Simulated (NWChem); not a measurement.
TiN2H4F2; SMILES [NH2][Ti]([F])([F])[NH2]

```xyz
9

Ti     0.0647    -0.0548    -0.0508
F      1.2449     1.0140     0.6941
F      0.8940    -1.3397    -0.9180
N     -1.0138    -0.8102     1.2870
H     -0.6444    -1.3830     2.0423
H     -2.0203    -0.7161     1.3713
N     -1.0711     0.8973    -1.1917
H     -1.2484     1.8966    -1.1237
H     -1.4541     0.5318    -2.0602
```
Atoms are numbered in this order, from 1.

Computed with NWChem. Coordinates come from a B3LYP/6-31G* (spherical d) optimisation. No frequency run checked for a minimum. Vzz is the largest principal value of the second derivative of the potential at the nucleus (NWChem prints the opposite sign); η is the asymmetry. Non-relativistic.

```tsv
level	Vzz Ti1 (a.u.)	η Ti1	Vzz N4 (a.u.)	η N4	Vzz N7 (a.u.)	η N7
Hartree-Fock/def2-SVP	…	…	…	…	…	…
PBE0/def2-TZVP	-0.270	0.05	-0.589	0.81	-0.533	0.96
PBE0/def2-SVP	-0.284	0.37	-0.650	0.72	-0.595	0.84
```

**Question.** Fill in the missing entries.

**Answer.** 
- Hartree-Fock/def2-SVP, Vzz Ti1 (a.u.): -0.204
- Hartree-Fock/def2-SVP, η Ti1: 0.21
- Hartree-Fock/def2-SVP, Vzz N4 (a.u.): -0.743
- Hartree-Fock/def2-SVP, η N4: 0.64
- Hartree-Fock/def2-SVP, Vzz N7 (a.u.): -0.687
- Hartree-Fock/def2-SVP, η N7: 0.74
